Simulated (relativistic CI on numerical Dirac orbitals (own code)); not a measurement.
# What each ingredient does to the levels of W46+

Base calculation: Dirac-Coulomb-Breit CI, orbitals from a KLI potential per configuration, model QED, unscaled Slater integrals.

Configuration list (outside the closed core [Ne]): 3s2.3p6.3d10, 3s2.3p6.3d9.4s, 3s2.3p6.3d9.4p, 3s2.3p6.3d9.4d, 3s2.3p5.3d10.4s, 3s2.3p6.3d9.4f, 3s2.3p5.3d10.4p, 3s2.3p6.3d8.4s2, 3s2.3p5.3d10.4d, 3s2.3p6.3d8.4s.4p, 3s.3p6.3d10.4s, 3s2.3p6.3d9.5s, 3s2.3p5.3d10.4f, 3s2.3p6.3d8.4p2, 3s2.3p6.3d8.4s.4d, 3s2.3p6.3d9.5p, 3s.3p6.3d10.4p, 3s2.3p5.3d9.4s2, 3s2.3p6.3d9.5d, 3s2.3p6.3d8.4p.4d, 3s2.3p6.3d9.5f, 3s2.3p6.3d9.5g, 3s2.3p5.3d9.4s.4p, 3s.3p6.3d10.4d, 3s2.3p6.3d8.4d2, 3s2.3p5.3d9.4p2, 3s2.3p5.3d9.4s.4d, 3s.3p6.3d10.4f, 3s.3p6.3d9.4s2, 3s2.3p6.3d9.6s, 3s2.3p5.3d10.5s, 3s2.3p6.3d9.6p, 3s2.3p4.3d10.4s2, 3s2.3p5.3d9.4p.4d, 3s2.3p5.3d10.5p, 3s2.3p6.3d9.6d. Levels of other configurations are missing.

Variants: (1) QED terms removed; (2) one mean potential for all configurations. Shifts of the energy above 3s2.3p6.3d10 1S_0, in eV, for the lowest level and the first level of each name with at least 55 % of one term (blank where a level changes its place among those of its configuration and J or its character, or is not in the variant):

```tsv
Level	Base	Δ(1)	Δ(2)
3s2.3p6.3d10 1S_0	0.00	0.00	0.00
3s2.3p6.3d9.4s 3D_3	1562.98	-1.55	-0.46
3s2.3p6.3d9.4s 1D_2	1564.85	-1.55	-0.47
3s2.3p6.3d9.4s 3D_1	1629.52	-1.72	-0.43
3s2.3p6.3d9.4s 3D_2	1630.72	-1.73	-0.43
3s2.3p6.3d9.4p 3F°_2	1726.08	-0.35	-0.42
3s2.3p6.3d9.4p 3F°_4	1762.44	-0.28	-0.43
3s2.3p6.3d9.4p 1P°_1	1765.50	-0.29	-0.45
3s2.3p6.3d9.4p 3D°_3	1767.61	-0.28	-0.43
3s2.3p6.3d9.4p 3P°_0	1825.65	-0.46	-0.39
3s2.3p6.3d9.4d 1P_1	1929.91	-0.09	-0.48
3s2.3p6.3d9.4d 3G_5	1931.58	-0.09	-0.48
3s2.3p6.3d9.4d 3D_3	1935.56	-0.09	-0.48
3s2.3p6.3d9.4d 3F_4	1937.46	-0.09	-0.48
```

At this charge energies of transitions that change n are usually good to better than 1 %, and those within a shell (Δn = 0) to a few per cent.

Ionisation energy from the two ground configurations alone: base 4051.54 eV. The NIST ASD value (measured) is 4057 eV.

LS names give the leading component of a level, which can be under half, so a name can repeat, a term be missing and a line seem to break the LS rules.
